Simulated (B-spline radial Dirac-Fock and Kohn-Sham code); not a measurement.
# Total and shell-resolved photoionisation of Fe²⁰⁺

System: Fe²⁰⁺, [He] 2s2 2p2.

Input of the calculation (task.json; shells as n, l, electrons):

```json
{"items": [{
  "Z": 26,
  "q": 20,
  "cfg": [[1, 0, 2], [2, 0, 2], [2, 1, 2]],
  "A": 56,
  "rrms": 3.7377,
  "do": ["binding", "quiet", "photo"],
  "hv": [21.22, 60, 150, 313.0, 1253.6, 1640.0, 2320.0, 2770.0, 12000, 16400.0, 18300.0, 40000, 55100.0, 98500.0, 150000, 200000]
}]}
```

Command: `python xray_run.py task.json out`

Method: independent-particle photoionisation in a Dirac-Hartree-Slater potential with a Latter tail, all multipoles, thresholds from Dirac-Fock ΔSCF. Computed with an atomic code on a B-spline grid.

Computed thresholds (eV): K 8250.6, L1 1751.9, L2 1689.5, L3 1674.6.

| photon energy (eV) | total (b) | K (%) | L (%) |
| --- | --- | --- | --- |
| 2320 | 63080 | – | 100.0 |
| 2770 | 40590 | – | 100.0 |
| 12000 | 9661 | 90.9 | 9.1 |
| 16400 | 4079 | 90.9 | 9.1 |
| 18300 | 2997 | 90.9 | 9.1 |
| 40000 | 308.4 | 90.7 | 9.3 |
| 55100 | 117.8 | 90.5 | 9.5 |
| 98500 | 19.94 | 90.4 | 9.6 |
| 150000 | 5.461 | 90.3 | 9.7 |
| 200000 | 2.267 | 90.3 | 9.7 |

Q: With what power of the photon energy does the total fall between 150000 and 200000 eV?

A: As E^-3.06. The non-relativistic Born limit for an s electron far above threshold is E^-3.5; near threshold and at relativistic energies the fall is slower.
